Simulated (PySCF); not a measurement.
Species: C₂H₆O₂Si.
SMILES: `O[Si@H]1CCO1`

Torsions of this conformer, `[OH:1][Si@H:2]1[CH2:3][CH2:4][O:5]1`: H–O1–Si2–C3 -50°.

The closed-shell ground state was solved at several levels (PySCF, density fitting, gas phase, non-relativistic). The structure is a single PBE0-D3(BJ)/def2-SVP conformer in the gas phase; no vibrational or solvent corrections.

```tsv
level	basis functions	total energy (Eh)	HOMO (eV)	LUMO (eV)	gap (eV)	dipole (D)
PBE0/6-31G	61	-519.2863	-7.84	1.07	8.91	3.00
PBE0/def2-TZVP	197	-519.5612	-7.98	0.77	8.75	2.17
PBE0/STO-3G	35	-513.0439	-3.76	6.54	10.30	1.41
PBE0/6-31G*	86	-519.4178	-7.76	1.31	9.07	2.35
PBE/pcSseg-2	271	-519.5338	-6.53	-0.45	6.08	2.14
B97-D/pcSseg-2	271	-519.7837	-6.55	-0.30	6.25	2.14
B3LYP/cc-pVTZ	238	-519.9531	-7.70	0.53	8.23	2.10
B97-2/pcSseg-2	271	-519.8753	-7.76	0.37	8.13	2.21
LDA/pcSseg-2	271	-516.9892	-6.65	-0.57	6.08	2.23
PBE0/def2-SVP	104	-519.1793	-7.86	1.35	9.21	2.23
PBE0/IGLO-III	244	-519.5663	-7.99	0.47	8.46	2.16
CAM-B3LYP/pcSseg-2	271	-519.8673	-9.46	1.00	10.46	2.29
BP86/pcSseg-2	271	-519.9777	-6.64	-0.33	6.31	2.15
```

**Question.** Estimate the row for LC-wPBE/pcSseg-2, a basis of 271 functions; the other rows only guide the guess.

**Answer.** Total energy -519.7262 Eh, HOMO -10.79 eV, LUMO 2.19 eV, gap 12.98 eV, dipole 2.30 D.

**Question.** How much does the basis alone move the frontier levels among the 6 PBE0 rows?

**Answer.** The HOMO by 4.23 eV and the LUMO by 6.07 eV. By rising basis size (HOMO, LUMO in eV): STO-3G -3.76, 6.54; 6-31G -7.84, 1.07; 6-31G* -7.76, 1.31; def2-SVP -7.86, 1.35; def2-TZVP -7.98, 0.77; IGLO-III -7.99, 0.47.

**Question.** How far do the dipole and the HOMO energy spread over the levels?

**Answer.** The dipole runs from 1.41 to 3.00 D (mean 2.21 D) and the HOMO from -10.79 to -3.76 eV.

Note: B97-D ran without an empirical dispersion term, which enters the total energy and its gradient alone.
